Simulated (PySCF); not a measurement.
# PbBr at UHF-SCS-MP2

Level: UHF-SCS-MP2. Pb cc-pVDZ-PP with ECP60, Br cc-pVDZ-PP with ECP10; scalar-relativistic core potentials (PySCF 2.14).

For PbBr, the state is ²Π (doublet), unpaired electrons π ↑ and the bond length is 5.000 bohr. The harmonic wavenumber is 211 cm⁻¹. The force constant is 1.49 mdyn/Å and the rotational constant Be is 0.04208 cm⁻¹. The anharmonicity ωexe is 0.408 cm⁻¹, the vibration–rotation constant αe is 0.000116 cm⁻¹ and the well depth De to Pb + Br is 279 kJ/mol. The dissociation energy D0 is 277 kJ/mol.

Correlated steps freeze 8 core orbitals. Correlated levels converge slowly with the basis: in double zeta they bind strong bonds too weakly, by up to about 1 eV, and carry superposition errors of some tenths. These are scalar-relativistic numbers at best; spin–orbit coupling would shift them, the dissociation energy most. The state was picked by a PBE0 search and need not be the measured ground state.
